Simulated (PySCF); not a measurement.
PySCF job for methylselanylethene (C₃H₆Se), SMILES C[Se]C=C, TDDFT-PBE/def2-SVPD. The structure is a stationary point at B3LYP-D3(BJ)/def2-SVP. Other conformers were not sampled.

```python
import numpy as np
from pyscf import gto, scf, dft, tdscf

mol = gto.M(
    atom='''
    C     2.17823790   -1.00645709   -0.40882268
    C     0.95718828   -0.93720379    0.13034718
    Se   -0.20078476    0.56997659   -0.01998988
    C    -1.88831940   -0.37932455    0.29714268
    H     2.58495143   -0.21038916   -1.03955992
    H     2.81891597   -1.87305996   -0.22201786
    H     0.56551546   -1.74930190    0.75330069
    H    -2.09585916   -1.08458890   -0.51829951
    H    -2.67872131    0.38259362    0.33376135
    H    -1.85076141   -0.90654540    1.26046800
    ''',
    basis='def2-SVPD',
    charge=0,
    spin=0,
    max_memory=1600,
    verbose=4,
)
mf = dft.RKS(mol, xc='pbe').density_fit(auxbasis='def2-universal-jkfit')
mf.grids.level = 3
mf.conv_tol = 1e-9
mf.max_cycle = 100
mf.kernel()
mf.grids = dft.Grids(mol).set(level=1).build(with_non0tab=True)  # coarser grid for the response kernel
td = tdscf.TDDFT(mf)
td.singlet = True
td.nstates = 10
td.conv_tol = 1e-4
td.positive_eig_threshold = 1e-6
td.kernel(x0=td.get_init_guess(mf, 15))
td.analyze()
tt = tdscf.TDA(mf)
tt.singlet = False
tt.nstates = 4
tt.conv_tol = 1e-4
tt.positive_eig_threshold = 1e-6
tt.kernel(x0=tt.get_init_guess(mf, 9))
tt.analyze(verbose=3)
```

Log of the run:

```
PySCF version 2.14.0

[INPUT] verbose = 4
[INPUT] num. atoms = 10
[INPUT] num. electrons = 58
[INPUT] charge = 0
[INPUT] spin (= nelec alpha-beta = 2S) = 0
[INPUT] symmetry False subgroup None
[INPUT] Mole.unit = angstrom
[INPUT] Symbol           X                Y                Z      unit          X                Y                Z       unit  Magmom
[INPUT]  1 C      2.178237900000  -1.006457090000  -0.408822680000 AA    4.116273065148  -1.901928256227  -0.772562898711 Bohr   0.0
[INPUT]  2 C      0.957188280000  -0.937203790000   0.130347180000 AA    1.808823698843  -1.771058486004   0.246320471309 Bohr   0.0
[INPUT]  3 Se    -0.200784760000   0.569976590000  -0.019989880000 AA   -0.379428206387   1.077099652514  -0.037775398463 Bohr   0.0
[INPUT]  4 C     -1.888319400000  -0.379324550000   0.297142680000 AA   -3.568406501703  -0.716819511824   0.561518285119 Bohr   0.0
[INPUT]  5 H      2.584951430000  -0.210389160000  -1.039559920000 AA    4.884850248003  -0.397577891977  -1.964483538875 Bohr   0.0
[INPUT]  6 H      2.818915970000  -1.873059960000  -0.222017860000 AA    5.326979151463  -3.539570339289  -0.419552950162 Bohr   0.0
[INPUT]  7 H      0.565515460000  -1.749301900000   0.753300690000 AA    1.068669338607  -3.305701500181   1.423531993546 Bohr   0.0
[INPUT]  8 H     -2.095859160000  -1.084588900000  -0.518299510000 AA   -3.960599808061  -2.049575978743  -0.979444124396 Bohr   0.0
[INPUT]  9 H     -2.678721310000   0.382593620000   0.333761350000 AA   -5.062049639936   0.722997158806   0.630717542465 Bohr   0.0
[INPUT] 10 H     -1.850761410000  -0.906545400000   1.260468000000 AA   -3.497432186814  -1.713122525484   2.381939308778 Bohr   0.0

nuclear repulsion = 245.179639475657
number of shells = 63
number of NR pGTOs = 233
number of NR cGTOs = 149
basis = def2-SVPD
ecp = {}


[settings echo left out]
init E= -2517.72646498546
  HOMO = -0.243599834566594  LUMO = -0.102854400167204  gap/eV = 3.82988
cycle= 1 E= -2518.50014446552  delta_E= -0.774  |g|= 0.465  |ddm|= 4.37
  HOMO = -0.14220701707908  LUMO = -0.00847552839620347  gap/eV = 3.63902
cycle= 2 E= -2518.41259613536  delta_E= 0.0875  |g|= 0.714  |ddm|=  1.3
  HOMO = -0.17330227553069  LUMO = -0.0425158534455692  gap/eV = 3.55888
cycle= 3 E= -2518.54827312604  delta_E= -0.136  |g|= 0.117  |ddm|= 0.918
  HOMO = -0.186417759958569  LUMO = -0.0434361904726117  gap/eV = 3.89073
cycle= 4 E= -2518.55281935248  delta_E= -0.00455  |g|= 0.0523  |ddm|= 0.243
  HOMO = -0.184843367063459  LUMO = -0.0420746817814139  gap/eV = 3.88493
cycle= 5 E= -2518.5534675295  delta_E= -0.000648  |g|= 0.0217  |ddm|= 0.0726
  HOMO = -0.183619225307694  LUMO = -0.0420727168537436  gap/eV = 3.85168
cycle= 6 E= -2518.55359880893  delta_E= -0.000131  |g|= 0.00641  |ddm|= 0.031
  HOMO = -0.183993544622927  LUMO = -0.0422099630929855  gap/eV = 3.85813
cycle= 7 E= -2518.55360639117  delta_E= -7.58e-06  |g|= 0.00154  |ddm|= 0.00729
  HOMO = -0.184014144630448  LUMO = -0.0422827429490442  gap/eV = 3.85671
cycle= 8 E= -2518.55360703374  delta_E= -6.43e-07  |g|= 0.000458  |ddm|= 0.00256
  HOMO = -0.183980644526597  LUMO = -0.0422434752912793  gap/eV = 3.85686
cycle= 9 E= -2518.55360709246  delta_E= -5.87e-08  |g|= 6.95e-05  |ddm|= 0.00068
  HOMO = -0.183987662914909  LUMO = -0.0422488829899601  gap/eV = 3.85691
cycle= 10 E= -2518.55360709384  delta_E= -1.38e-09  |g|= 1.34e-05  |ddm|= 0.000166
  HOMO = -0.183987372687674  LUMO = -0.0422492063495894  gap/eV = 3.85689
cycle= 11 E= -2518.5536070939  delta_E= -5.82e-11  |g|= 3.19e-06  |ddm|= 3.43e-05
  HOMO = -0.183987222649392  LUMO = -0.0422488840957707  gap/eV = 3.85690
Extra cycle  E= -2518.5536070939  delta_E= -4.55e-12  |g|= 3.83e-06  |ddm|= 1.23e-05
converged SCF energy = -2518.5536070939
tot grids = 37704
Overwritten attributes  positive_eig_threshold  of <class 'pyscf.tdscf.rks.CasidaTDDFT'>


******** <class 'pyscf.tdscf.rks.CasidaTDDFT'> for <class 'pyscf.df.df_jk.DFRKS'> ********
nstates = 10 singlet
deg_eia_thresh = 1.000e-03
wfnsym = None
conv_tol = 0.0001
eigh lindep = 1e-12
eigh level_shift = 0
eigh max_cycle = 100


Excitation energies (eV)
[4.24441495 4.64306284 5.13068647 5.29354878 5.93865415 6.01619311
 6.26372507 6.54417076 6.63716212 6.69419086]

** Singlet excitation energies and oscillator strengths **
Excited State   1:      4.24441 eV    292.11 nm  f=0.0245
      29 -> 30        0.55893
      29 -> 31       -0.42488
Excited State   2:      4.64306 eV    267.03 nm  f=0.0970
      28 -> 30       -0.14602
      29 -> 30       -0.39966
      29 -> 31       -0.55362
Excited State   3:      5.13069 eV    241.65 nm  f=0.0111
      29 -> 32       -0.59231
      29 -> 33        0.38349
Excited State   4:      5.29355 eV    234.22 nm  f=0.0116
      29 -> 32        0.37358
      29 -> 33        0.57901
      29 -> 34       -0.12195
Excited State   5:      5.93865 eV    208.77 nm  f=0.0171
      29 -> 34        0.66912
      29 -> 35        0.15807
Excited State   6:      6.01619 eV    206.08 nm  f=0.0107
      29 -> 34        0.13770
      29 -> 35       -0.68227
Excited State   7:      6.26373 eV    197.94 nm  f=0.0133
      29 -> 36        0.67679
Excited State   8:      6.54417 eV    189.46 nm  f=0.0662
      27 -> 30       -0.14492
      27 -> 31       -0.18961
      28 -> 30        0.46235
      28 -> 31       -0.44123
      29 -> 36        0.10529
Excited State   9:      6.63716 eV    186.80 nm  f=0.0223
      27 -> 30       -0.20279
      28 -> 31        0.18425
      29 -> 37       -0.64797
Excited State  10:      6.69419 eV    185.21 nm  f=0.0104
      27 -> 30        0.52632
      28 -> 30       -0.13249
      28 -> 31       -0.32401
      29 -> 37       -0.27181

** Transition electric dipole moments (AU) **
state          X           Y           Z        Dip. S.      Osc.
  1        -0.3941      0.2646      0.1001      0.2353      0.0245
  2         0.7898     -0.4725     -0.0733      0.8525      0.0970
  3        -0.0782      0.1148      0.2629      0.0884      0.0111
  4        -0.1403      0.0869     -0.2501      0.0898      0.0116
  5        -0.1462     -0.2767      0.1391      0.1173      0.0171
  6         0.1653     -0.0149      0.2115      0.0723      0.0107
  7        -0.0353      0.2144      0.1994      0.0870      0.0133
  8         0.6150     -0.1190     -0.1443      0.4132      0.0662
  9         0.1523      0.0132      0.3372      0.1371      0.0223
 10        -0.1922      0.0548      0.1526      0.0632      0.0104

** Transition velocity dipole moments (imaginary part, AU) **
state          X           Y           Z        Dip. S.      Osc.
  1        -0.0594      0.0418      0.0165      0.0056      0.0237
  2         0.1354     -0.0823     -0.0132      0.0253      0.0988
  3        -0.0157      0.0205      0.0438      0.0026      0.0091
  4        -0.0292      0.0134     -0.0606      0.0047      0.0161
  5        -0.0327     -0.0697      0.0246      0.0065      0.0199
  6         0.0426      0.0005      0.0570      0.0051      0.0153
  7        -0.0117      0.0580      0.0453      0.0056      0.0161
  8         0.1458     -0.0271     -0.0403      0.0236      0.0655
  9         0.0384      0.0055      0.0867      0.0090      0.0247
 10        -0.0488      0.0145      0.0353      0.0038      0.0104

** Transition magnetic dipole moments (imaginary part, AU) **
state          X           Y           Z
  1         0.1356      0.6022     -0.1252
  2        -0.3676      0.1640     -0.2141
  3        -0.4660     -0.0681      0.1578
  4        -0.2541     -0.0213      0.0038
  5        -0.2329     -0.1565     -0.0409
  6        -0.0225      0.1724     -0.1071
  7        -0.2156     -0.1457      0.1081
  8         0.2620      0.1568      0.0850
  9        -0.1263     -0.0865     -0.0837
 10        -0.8364      0.2211      0.4388
Overwritten attributes  positive_eig_threshold  of <class 'pyscf.tdscf.rks.TDA'>


******** <class 'pyscf.tdscf.rks.TDA'> for <class 'pyscf.df.df_jk.DFRKS'> ********
nstates = 4 triplet
deg_eia_thresh = 1.000e-03
wfnsym = None
conv_tol = 0.0001
eigh lindep = 1e-12
eigh level_shift = 0
eigh max_cycle = 100


Excitation energies (eV)
[3.45233492 4.03193807 4.90412451 5.04556616]

** Triplet excitation energies and oscillator strengths **
Excited State   1:      3.45233 eV    359.13 nm  f=0.0000
Excited State   2:      4.03194 eV    307.51 nm  f=0.0000
Excited State   3:      4.90412 eV    252.82 nm  f=0.0000
Excited State   4:      5.04557 eV    245.73 nm  f=0.0000
```

The run converged.
